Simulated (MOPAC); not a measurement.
MOPAC input (PM3):

```
PM3 1SCF UHF MS=0.5 GEO-OK AUX(PRECISION=9) THREADS=1
C3H2NS

C     1.16415300 1   -0.10205900 1   -0.42726900 1
N     0.63102200 1   -1.23167200 1   -0.50521300 1
C    -0.68143400 1   -1.22628900 1   -0.04902400 1
C    -1.11007100 1   -0.01240300 1    0.38189900 1
S     0.16744200 1    1.15930900 1    0.21161000 1
H    -1.25680100 1   -2.13868300 1   -0.06180400 1
H    -2.07530700 1    0.25594100 1    0.77889400 1
```

Output:

```
 *******************************************************************************
 **                                                                           **
 **                              MOPAC v23.2.5                                **
 **                                                                           **
 *******************************************************************************
 ** MOPAC's Digital Object Identifier: https://doi.org/10.5281/zenodo.6511958 **
 **                                                                           **
 ** Please cite the open-source release paper for use of this MOPAC version:  **
 ** J. E. Moussa and J. J. P. Stewart (2026)                                  **
 ** MOPAC: An open-source semiempirical molecular orbital program             **
 ** J. Open Source Softw., 11(119), 8025, https://doi.org/10.21105/joss.08025 **
 *******************************************************************************

                              PM3 CALCULATION RESULTS

 *******************************************************************************
 *  PM3        - The PM3 Hamiltonian to be used
 *  GEO-OK     - OVERRIDE INTERATOMIC DISTANCE AND OTHER SAFETY CHECKS
 *  UHF        - UNRESTRICTED HARTREE-FOCK CALCULATION
 *  MS=        - IN MECI, MAGNETIC COMPONENT OF SPIN =  0.5
 *  1SCF       - DO 1 SCF AND THEN STOP
 *  AUX        - OUTPUT AUXILIARY INFORMATION
 *******************************************************************************
PM3 1SCF UHF MS=0.5 GEO-OK AUX(PRECISION=9) THREADS=1
 C3H2NS

   ATOM   CHEMICAL          X               Y               Z
  NUMBER   SYMBOL      (ANGSTROMS)     (ANGSTROMS)     (ANGSTROMS)

     1       C          1.16415300  *  -0.10205900  *  -0.42726900  *
     2       N          0.63102200  *  -1.23167200  *  -0.50521300  *
     3       C         -0.68143400  *  -1.22628900  *  -0.04902400  *
     4       C         -1.11007100  *  -0.01240300  *   0.38189900  *
     5       S          0.16744200  *   1.15930900  *   0.21161000  *
     6       H         -1.25680100  *  -2.13868300  *  -0.06180400  *
     7       H         -2.07530700  *   0.25594100  *   0.77889400  *

          CARTESIAN COORDINATES

    NO.       ATOM           X           Y           Z

     1         C          1.1642     -0.1021     -0.4273
     2         N          0.6310     -1.2317     -0.5052
     3         C         -0.6814     -1.2263     -0.0490
     4         C         -1.1101     -0.0124      0.3819
     5         S          0.1674      1.1593      0.2116
     6         H         -1.2568     -2.1387     -0.0618
     7         H         -2.0753      0.2559      0.7789

  H: (PM3): J. J. P. STEWART, J. COMP. CHEM. 10, 209 (1989).
  C: (PM3): J. J. P. STEWART, J. COMP. CHEM. 10, 209 (1989).
  N: (PM3): J. J. P. STEWART, J. COMP. CHEM. 10, 209 (1989).
  S: (PM3): J. J. P. STEWART, J. COMP. CHEM. 10, 209 (1989).

           Empirical Formula: C3 H2 N S  =     7 atoms

      MOLECULAR POINT GROUP   :   Cs

          UHF CALCULATION, NO. OF ALPHA ELECTRONS =   13
                           NO. OF BETA  ELECTRONS =   12

 -------------------------------------------------------------------------------
 PM3 1SCF UHF MS=0.5 GEO-OK AUX(PRECISION=9) THREADS=1
 C3H2NS

     1SCF WAS SPECIFIED, SO BFGS WAS NOT USED
     SCF FIELD WAS ACHIEVED

                              PM3 CALCULATION
                                                       MOPAC v23.2.5 Linux

          FINAL HEAT OF FORMATION =         95.01677 KCAL/MOL =     397.55017 KJ/MOL

          COSMO AREA              =        107.31 SQUARE ANGSTROMS
          COSMO VOLUME            =         95.77 CUBIC ANGSTROMS

          IONIZATION POTENTIAL    =         10.062810 EV
          ALPHA SOMO LUMO (EV)    =        -10.353 -0.692
          BETA  SOMO LUMO (EV)    =        -10.063 -1.811
          NO. OF ALPHA ELECTRONS  =         13
          NO. OF BETA  ELECTRONS  =         12
          MOLECULAR WEIGHT        =         84.1155         POINT GROUP:  Cs

          MOLECULAR DIMENSIONS (Angstroms)

            Atom       Atom       Distance
            H     6    S     5     3.60277
            H     7    C     1     3.36677
            C     3    C     1     0.00000

          SCF CALCULATIONS        =          1

   ATOM   CHEMICAL          X               Y               Z
  NUMBER   SYMBOL      (ANGSTROMS)     (ANGSTROMS)     (ANGSTROMS)

     1       C          1.16415300  *  -0.10205900  *  -0.42726900  *
     2       N          0.63102200  *  -1.23167200  *  -0.50521300  *
     3       C         -0.68143400  *  -1.22628900  *  -0.04902400  *
     4       C         -1.11007100  *  -0.01240300  *   0.38189900  *
     5       S          0.16744200  *   1.15930900  *   0.21161000  *
     6       H         -1.25680100  *  -2.13868300  *  -0.06180400  *
     7       H         -2.07530700  *   0.25594100  *   0.77889400  *

                             CARTESIAN COORDINATES

   1    C        1.164153000    -0.102059000    -0.427269000
   2    N        0.631022000    -1.231672000    -0.505213000
   3    C       -0.681434000    -1.226289000    -0.049024000
   4    C       -1.110071000    -0.012403000     0.381899000
   5    S        0.167442000     1.159309000     0.211610000
   6    H       -1.256801000    -2.138683000    -0.061804000
   7    H       -2.075307000     0.255941000     0.778894000

           Empirical Formula: C3 H2 N S  =     7 atoms

      MOLECULAR POINT GROUP   :   Cs

          ALPHA EIGENVALUES
 -38.73197 -28.42991 -26.55538 -20.96176 -19.13378 -17.57051 -15.06665 -15.06175
 -13.11718 -12.84123 -11.03697 -10.41134 -10.35321  -0.69155  -0.32808  -0.04056
   0.91347   2.51610   3.28525   3.62006   4.48121   5.62899

           BETA EIGENVALUES
 -38.41404 -28.07894 -26.11074 -20.71366 -18.49497 -17.32301 -14.82218 -14.81467
 -12.89426 -11.51461 -11.17307 -10.06281  -1.81081  -0.35575  -0.01288   0.63560
   1.35339   2.79463   3.28709   3.88795   4.59247   6.23186

              NET ATOMIC CHARGES AND DIPOLE CONTRIBUTIONS

  ATOM NO.   TYPE          CHARGE      No. of ELECS.   s-Pop       p-Pop
    1          C          -0.187364        4.1874     1.40878     2.77858
    2          N           0.023032        4.9770     1.54606     3.43090
    3          C          -0.110827        4.1108     1.20253     2.90830
    4          C          -0.326128        4.3261     1.22339     3.10274
    5          S           0.300672        5.6993     1.88493     3.81440
    6          H           0.141608        0.8584     0.85839
    7          H           0.159007        0.8410     0.84099
 DIPOLE           X         Y         Z       TOTAL
 POINT-CHG.    -1.074     1.043     0.615     1.619
 HYBRID        -0.819    -0.929     0.068     1.240
 SUM           -1.894     0.114     0.683     2.016

          ATOMIC ORBITAL ELECTRON POPULATIONS

     Atom    s        px        py        pz
    1  C   1.40878   0.90633   0.93388   0.93838
    2  N   1.54606   1.03111   1.23838   1.16142
    3  C   1.20253   0.92758   0.97501   1.00571
    4  C   1.22339   1.03597   0.96331   1.10346
    5  S   1.88493   1.00959   1.16754   1.63727
    6  H   0.85839
    7  H   0.84099

                    (SZ)    =    0.500000
                    (S**2)  =    0.849107

          ATOMIC ORBITAL SPIN POPULATIONS

    Atom   Total    s     px     py     pz
         Atomic
    1  C  0.9456  0.241  0.433  0.043  0.228
    2  N -0.1078  0.089 -0.024 -0.033 -0.140
    3  C  0.2953  0.037  0.071  0.030  0.156
    4  C -0.2472 -0.020 -0.032 -0.021 -0.175
    5  S  0.1172  0.004  0.030  0.091 -0.007
    6  H -0.0197 -0.020
    7  H  0.0166  0.017

 **********************
 *                    *
 * JOB ENDED NORMALLY *
 *                    *
 **********************

 == MOPAC DONE ==
```

The geometry given is a B3LYP-D3(BJ)/def2-TZVP minimum.
